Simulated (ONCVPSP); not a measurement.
## What one change does to a pseudopotential (S, ONCV)

```
Element                 : S (Z = 16)
Generator               : ONCVPSP 4.0.1
Type                    : optimised norm-conserving Vanderbilt (ONCV)
Functional              : LDA (Perdew-Wang 92)
Relativity              : scalar-relativistic
Frozen core             : [He]
Valence charge          : 14
Reference configuration : 2s2 2p6 3s2 3p3 (charge +1)
Partial waves           : 2s+3s: rc 0.85 bohr, ncon 4, nbas 8, qcut 15.8 1/bohr, 3 projectors, debl 0.8 Ha; 2p+3p: rc 0.90 bohr, ncon 4, nbas 9, qcut 18 1/bohr, 2 projectors; d scattering state at 0.3 Ha: rc 0.90 bohr, ncon 4, nbas 9, qcut 12.3 1/bohr, 1 projector
Local potential         : polynomial inside 0.80 bohr (lpopt 5, dvloc0 4 Ha)
Core correction         : none
```

In the s channel the program set the typed energies aside and used -8.177, -1.015, 0.250 Ha.

Change: s: nproj 4. In the s channel the program set the typed energies aside and used -8.177, -1.015, 0.250, 1.050 Ha.

Cutoffs: the cutoffs (Ha) at which the residual kinetic energy of the hardest occupied pseudo-wave falls to 1 and 0.1 mHa per electron; they do not see the model core or the augmentation charge, which bear on the density cutoff. Errors are all-electron minus pseudo energies relative to the spin-unpolarised reference configuration.

**Question.** What does the change do?

**Answer.** The potential gets neither clearly harder nor softer (117 Ha and 133 Ha → 117 Ha and 133 Ha); a bound ghost appears in s, which as a rule spoils a file; the miss of the reference levels goes from 0.00 to 0.16 eV; of the 4 tests that both files solve, the error grows in 0 and shrinks in 1 by more than 15 % and 0.3 meV (median size 3.5 → 3.5 meV).

| quantity | base | changed |
| --- | --- | --- |
| cutoff, loose | 117 Ha | 117 Ha |
| cutoff, tight | 133 Ha | 133 Ha |
| bound ghosts | none | s |
| GHOST(+) flags under 300 eV | none | none |
| largest miss of a reference level, eV | 0.00 | 0.16 |
| error for 2s2 2p6 3s2 3p4, meV [ΔE -11.86 eV] | +0.5 | +0.5 |
| error for 2s2 2p6 3s2 3p2, meV [ΔE 22.37 eV] | +0.8 | +0.8 |
| error for 2s2 2p6 3s2 3p1, meV [ΔE 56.52 eV] | +6.2 | +6.1 |
| error for 2s1 2p6 3s2 3p4, meV [ΔE 214.58 eV] | -561 | -403 |
| s: phases at 0.86 bohr within 0.05 rad from the reference energy up to (Ha; the scan ends near 5) | to the end of the scan | to the end of the scan |
| p: phases at 0.91 bohr within 0.05 rad from the reference energy up to (Ha; the scan ends near 5) | to the end of the scan | to the end of the scan |
| d: phases at 0.91 bohr within 0.05 rad from the reference energy up to (Ha; the scan ends near 5) | to the end of the scan | to the end of the scan |

 A true bound ghost makes a file unfit for plane-wave use even where its test errors are small: the radial tests pick states by their node count and pass the ghost by.
